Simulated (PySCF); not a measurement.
C₅H₇Cl, SMILES ClC[C@@H](C#C)C. Coordinates come from a PBE-D3(BJ)/def2-SVP optimisation. The structure was generated by enumeration; whether it is a known compound was not checked. Other conformers were not sampled.

Computed equilibrium geometry at PBE-D3(BJ)/def2-SVP (PySCF confirms it by a frequency run) as Cartesian coordinates in Å (one conformer of several):
```xyz
13

C      2.9963     0.6203    -0.4561
C      1.8526     0.4808    -0.0463
C      0.4679     0.3132     0.4051
C     -0.2729     1.6585     0.5011
C     -0.2311    -0.6861    -0.5375
Cl    -1.8825    -1.1183     0.0461
H      4.0114     0.7456    -0.8056
H      0.4877    -0.1543     1.4158
H     -0.2963     2.1614    -0.4867
H     -1.3141     1.4896     0.8368
H      0.2312     2.3330     1.2190
H      0.3447    -1.6276    -0.6082
H     -0.3396    -0.2568    -1.5528
```
Charge 0, spin multiplicity 1.
